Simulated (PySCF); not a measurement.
Constitutional and geometric isomers with formula CH2N2Si. All species are isolated molecules in the gas phase. Strings in code marks are SMILES.

The HOMO from two functionals at the same geometries (CAM-B3LYP-D3(BJ)/def2-TZVP), both in PySCF: PBE-D3(BJ)/def2-TZVP and TPSSh-D3(BJ)/def2-TZVP. 

```
species            PBE-D3(BJ)/def2-TZVP (eV)  TPSSh-D3(BJ)/def2-TZVP (eV)
-----------------  -------------------------  ---------------------------
`N#CN=[SiH2]`                          -6.40                        -6.92
`[H]/N=[si]1/cn1`                      -5.84                        -6.46
`[H]/N=[SiH]/C#N`                      -6.90                        -7.55
```

Over these rows, drawn at random from the members with no instability flagged (it was tested for open shells, ions and some series alone), PBE minus TPSSh-D3(BJ): mean +0.60 eV, from +0.51 eV to +0.65 eV.
